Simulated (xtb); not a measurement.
Harmonic IR lines of one isomer of C$_{5}$H$_{11}$F$_{3}$Si, unscaled. Method: GFN2-xTB run with xtb.

wavenumber (cm⁻¹): 359 (vw), 526 (m), 571 (m), 601 (w), 757 (s), 777 (s), 803 (vs), 814 (w), 1026 (m), 1036 (s), 1042 (vs), 1080 (m), 1111 (m), 1190 (w), 1203 (w), 1221 (m), 1494 (vw), 2285 (vs), 2303 (vs), 2321 (vs), 2952 (w), 2976 (w), 3006 (w), 3032 (m), 3040 (w), 3055 (w)

Task: Say which structure gives these lines.
(A) `CC[C@@H]([SiH3])CC(F)(F)F`
(B) `CCC[C@@H]([SiH3])C(F)(F)F`
(C) `CC[C@@](C)([SiH3])C(F)(F)F`
(D) `C[C@H]([C@@H](C)[SiH3])C(F)(F)F`

Result: C, `CC[C@@](C)([SiH3])C(F)(F)F`
